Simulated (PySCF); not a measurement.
Static response to an electric field

Compound: C4H11FSi2.
Numbering: `[F:1][C@H:2]1[CH2:3][CH2:4][SiH2:5][CH2:6][SiH2:7]1` (hydrogens: H8 on C2; H9, H10 on C3; H11, H12 on C4; H13, H14 on Si5; H15, H16 on C6; H17, H18 on Si7)

Cartesian coordinates in Å at the GFN2-xTB level; atoms count from 1:
```xyz
18
C4H11FSi2 angstrom
F     -0.8156    1.2719   -1.7754
C     -0.4915    1.4770   -0.4323
C     -1.4223    0.6335    0.4336
C     -1.3690   -0.8614    0.1122
Si     0.2884   -1.6970    0.5255
C      1.6434   -0.7292   -0.3968
Si     1.3869    1.1376   -0.2042
H     -0.7119    2.5374   -0.2555
H     -2.4490    0.9877    0.2901
H     -1.1540    0.8093    1.4778
H     -1.5945   -0.9896   -0.9483
H     -2.1746   -1.3564    0.6571
H      0.5236   -1.6283    1.9755
H      0.2619   -3.1020    0.0976
H      1.6010   -0.9861   -1.4548
H      2.6329   -1.0164   -0.0487
H      1.7277    1.5995    1.1481
H      2.1079    1.9186   -1.2134
```

Level: wB97X-D/def2-SVPD (PySCF), static field, nuclei fixed, core orbitals frozen in the response. The polarisability tensor in these axes (au):

```
x    99.11   1.68  -2.06
y     1.68 103.98  -4.26
z    -2.06  -4.26  85.56
```

Task: Give the principal values, the mean and the anisotropy Δα = √{½[(α1 − α2)² + (α2 − α3)² + (α1 − α3)²]}.

Result: Principal values 84.44, 98.62 and 105.61 au; mean 96.22 au = 14.26 Å³ = 15.86 × 10⁻⁴⁰ C²·m²/J; Δα = 18.68 au (19 % of the mean).

Task: What is the dipole moment, and where does it point?

Result: (0.21, -0.12, 1.22) D, 1.24 D in size, pointing from the negative to the positive side. Measured along this direction, the outermost atoms are F1 at the negative end and H13 at the positive end.

Task: Give the principal axes and the span of the nuclei along them.

Result: Largest value along (0.31, 0.92, -0.23), where the nuclei span 5.51 Å; middle along (0.94, -0.33, -0.04), 5.47 Å; least along (0.11, 0.20, 0.97), 3.21 Å. 

Task: Estimate the molar refractivity from the static electronic polarisability.

Result: Lorentz–Lorenz: R = (4π/3)N_A α = 2.5225 cm³/(mol·Å³) × 14.26 Å³ = 36.0 cm³/mol, in the limit of long wavelengths.

Task: In a dilute gas of rigid molecules at 250 K, how does the orientational term μ²/3kT compare with the electronic polarisability?

Result: In Gaussian units μ²/3kT = 14.88 Å³ against 14.26 Å³, a ratio of 1.04; the Debye molar polarisation (4π/3)N_A(α + μ²/3kT) is 73.5 cm³/mol, leaving out the vibrational part.

Task: What would n − 1 = 2πNα be for an ideal gas of these molecules at 400 K and 1 atm, electronic part alone?

Result: N = p/kT = 1.8347 × 10¹⁹ cm⁻³, so n − 1 = 2π × N × 14.26 × 10⁻²⁴ cm³ = 1644 × 10⁻⁶ at long wavelengths.

Isolated species at its GFN2-xTB geometry (one conformer only).
